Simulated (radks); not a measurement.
Results of a calculation; reference values are marked as such.
Mean orbital radii <r> (bohr) of the cadmium ion Cd+, [Kr] 4d10 5s1, at several levels of relativity; Dirac values are averaged over j with weights 2j + 1. Spin-unpolarised spherical Kohn-Sham, PBEsol, point nucleus unless stated (finite: rms radius 4.6087 fm), a radial shooting solver on a logarithmic mesh with Libxc functionals. A level marked "c x" has the speed of light scaled by that factor.

shell	non-rel.	scalar-rel.	Dirac	Dirac, finite nucleus	change of magnitude, last against first (%)
1s	0.03172	0.03041	0.03041	0.03041	-4.13
2s	0.1374	0.1317	0.1313	0.1313	-4.42
2p	0.1173	0.1149	0.1147	0.1147	-2.21
3s	0.3715	0.3586	0.3583	0.3583	-3.54
3p	0.3630	0.3573	0.3570	0.3570	-1.66
3d	0.3347	0.3348	0.3349	0.3349	+0.05
4s	0.9100	0.8792	0.8793	0.8793	-3.38
4p	0.9739	0.9604	0.9601	0.9601	-1.42
4d	1.260	1.273	1.273	1.273	+1.05
5s	2.742	2.633	2.633	2.633	-3.98
